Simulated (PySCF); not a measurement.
SMILES CC(=O)[SiH2]B(O)O at its GFN2-xTB optimised geometry (Å):

```
14

C      2.4619     1.1793    -0.3815
C      1.0274     0.7972    -0.1708
O      0.1478     1.6388    -0.0966
Si     0.5446    -1.0768     0.0000
B     -1.4332    -1.0768     0.0000
O     -2.1633     0.0617     0.0000
O     -2.0943    -2.2584     0.0040
H      2.8150     0.7093    -1.2960
H      2.5865     2.2584    -0.4435
H      3.0513     0.7799     0.4400
H      1.2499    -1.4828     1.2295
H      1.2891    -1.7417    -1.0828
H     -1.6494     0.8809    -0.0097
H     -3.0513    -2.1788     0.0067
```

Calculation: B3LYP/def2-TZVP (PySCF).

Map of the electrostatic potential (hartree/e), clipped to [-0.08, 0.12] on the plane z = 1.2 Å:

```
|:::::::::::::::::::::::::|
|:::::::::::::::::::::::::|
|:::::::::.....:::::::::::|
|::::::::.......::::::::::|
|::::::::.......::::::::::|
|::::::::.... ...:::----::|
|:::::::::..   ..::------:|
|:::..::::..  ..:---------|
|::....::::...::---==-----|
|::.....:--:.:-=+==++=----|
|:....  .---:-=**++#@*=---|
|::..   .:--==+**++#%*=---|
|::..   .:==+###*+=++==---|
|:::.. .:=*##@@@*+===-----|
|:::::::=%@%%@@@@*=-------|
|:------=#@%#@@@@@=------:|
|---===--=+++#@@@@-:::-:::|
|---===-:.:--=+++-::::::::|
|---==-:   .:----:::::::::|
|-----:.   .::::::::::::::|
|:---::.   ..:::::::::::::|
|::::::......:::::::::::::|
|:::::::....::::::::::::::|
|:::::::...:::::::::::::::|
|:::::::::::::::::::::::::|
```
Scale: ten equal steps from -0.042 (start of ' ') to 0.120 (end of '@'), in the order ' .:-=+*#%@'; x runs from -5.50 to 5.50, y from -5.50 (bottom) to 5.50 (top).
